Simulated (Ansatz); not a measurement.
Energy landscape of H₃ (cation, charge +1), singlet: symmetric bend, bond length relaxed. Scanned: H-H-H angle. Other coordinates (H-H bond length) were minimised at PBE0/def2-TZVP.

Levels of theory: RKS-PBE/aug-cc-pVQZ = restricted PBE/aug-cc-pVQZ in Ansatz (a first-principles code); RKS-B3LYP/aug-cc-pVQZ = Ansatz with restricted B3LYP/aug-cc-pVQZ; FCI/aug-cc-pVQZ = full CI/aug-cc-pVQZ, frozen core (Ansatz).

Energies relative to the lowest point of each profile, in eV; the last columns give the error against full CI:

| a / ° | RKS-PBE/aug-cc-pVQZ | RKS-B3LYP/aug-cc-pVQZ | FCI/aug-cc-pVQZ | RKS-PBE/aug-cc-pVQZ − FCI/aug-cc-pVQZ | RKS-B3LYP/aug-cc-pVQZ − FCI/aug-cc-pVQZ |
|---|---|---|---|---|---|
| 180 | 1.653 | 1.695 | 1.768 | -0.115 | -0.073 |
| 171.33 | 1.643 | 1.684 | 1.757 | -0.114 | -0.073 |
| 158.79 | 1.591 | 1.630 | 1.701 | -0.110 | -0.071 |
| 150.53 | 1.533 | 1.569 | 1.638 | -0.105 | -0.068 |
| 139.45 | 1.423 | 1.455 | 1.519 | -0.096 | -0.064 |
| 131.75 | 1.325 | 1.353 | 1.413 | -0.088 | -0.060 |
| 120.38 | 1.146 | 1.168 | 1.220 | -0.074 | -0.052 |
| 112.04 | 0.990 | 1.008 | 1.053 | -0.063 | -0.045 |
| 100.83 | 0.752 | 0.764 | 0.798 | -0.046 | -0.034 |
| 89.97 | 0.501 | 0.508 | 0.530 | -0.029 | -0.023 |
| 77.94 | 0.229 | 0.232 | 0.242 | -0.013 | -0.010 |
| 70 | 0.084 | 0.085 | 0.089 | -0.004 | -0.004 |
| 60 | 0.000 | 0.000 | 0.000 | 0.000 | 0.000 |

RKS-PBE/aug-cc-pVQZ is furthest from FCI/aug-cc-pVQZ at 180 (-0.115 eV, below); its mean absolute error over the points is 0.066 eV.

RKS-B3LYP/aug-cc-pVQZ is furthest from FCI/aug-cc-pVQZ at 180 (-0.073 eV, below); its mean absolute error over the points is 0.044 eV.
